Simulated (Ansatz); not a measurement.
A nudged elastic band was laid between two geometries of C2H7BSeSi (12 atoms, charge 0, multiplicity 1).

All numbers below come from RKS PBE0/def2-SVP (Ansatz 0.2.0).

```json
{
 "movable images": "7",
 "climbing image": "yes",
 "spring": "5.0 eV/Å²",
 "optimiser": "quadratic models (default)",
 "start path": "through a guess of the saddle point",
 "force threshold": "0.05 eV/Å",
 "iteration limit": "54",
 "end points": "relaxed"
}
```

Image 0:

```xyz
12
Properties=species:S:1:pos:R:3
B -0.734 1.464 -0.287
C -0.204 0.030 0.057
Si 1.384 -0.368 0.984
C -1.012 -0.998 -0.614
Se -0.023 0.105 -1.935
H -1.922 1.608 -0.474
H -0.009 2.419 -0.132
H 2.386 0.710 0.756
H 1.919 -1.686 0.522
H 1.077 -0.462 2.446
H -0.696 -2.048 -0.589
H -2.091 -0.830 -0.700
```

Image 8:

```xyz
12
Properties=species:S:1:pos:R:3
B -0.733 1.464 -0.287
C -0.205 0.030 0.057
Si 1.383 -0.368 0.984
C -1.012 -0.998 -0.614
Se -0.022 0.104 -1.934
H -0.006 2.418 -0.129
H -1.921 1.611 -0.474
H 2.384 0.711 0.755
H 1.920 -1.686 0.522
H 1.076 -0.462 2.445
H -0.696 -2.048 -0.589
H -2.092 -0.831 -0.701
```

(1) Which bonds break or form, and what moves?

(2) Give the energies along the band, and the barrier.

(3) What is the geometry of the highest image?

(4) What are the harmonic wavenumbers there?

## Answers

(1) No bond is made or broken. The dihedral H7–B1–C2–Se5 goes from -100 to 92°. The two ends are copies of one structure, up to a mirror image or an exchange of like atoms.

(2) The run converged. The highest image is number 4 of 0 to 8, 15.5 kcal/mol above the ends, which have the same energy within 2 meV. A vibrational analysis at the climbing image gives one clearly imaginary mode, 233i cm⁻¹: a first-order saddle point.

```
image  path coordinate (Å)  energy (kcal/mol)  dihedral H7–B1–C2–Se5 (°)
    0                 0.00                0.0                       -100
    1                 0.64                5.8                        -85
    2                 1.29               12.3                        -64
    3                 1.93               14.8                        -40
    4                 2.57               15.5                        -17
    5                 3.30               13.9                         13
    6                 4.03               10.1                         44
    7                 4.76                3.7                         73
    8                 5.49                0.0                         92
```

(3) 
```xyz
12
Properties=species:S:1:pos:R:3:forces:R:3
B -0.785 1.515 -0.047 0.00 0.00 0.01
C -0.082 0.154 -0.296 -0.02 -0.02 0.02
Si 1.302 -0.312 0.909 0.00 0.01 0.00
C -0.908 -0.986 -0.793 0.01 0.03 -0.01
Se 0.375 -0.413 -2.147 0.01 0.00 -0.02
H -1.309 1.682 1.035 0.01 0.01 -0.01
H -0.819 2.401 -0.865 -0.01 0.00 0.00
H 2.456 0.621 0.751 0.00 -0.01 0.00
H 1.717 -1.713 0.611 0.00 0.00 0.00
H 0.812 -0.222 2.322 0.00 0.00 0.00
H -0.727 -1.987 -0.386 0.00 0.00 0.00
H -1.954 -0.795 -1.059 0.00 -0.01 0.00
```

(4) 233i, 116, 182, 208, 230, 255, 438, 545, 632, 662, 671, 856, 874, 915, 927, 946, 949, 997, 1033, 1115, 1184, 1266, 1457, 2215, 2243, 2252, 2566, 2674, 3125, 3226 cm⁻¹.

Run time: 3.4 min on 2 threads of AMD EPYC 7R13 Processor (Zen 3), with other jobs on the host, peak memory 0.36 GiB.
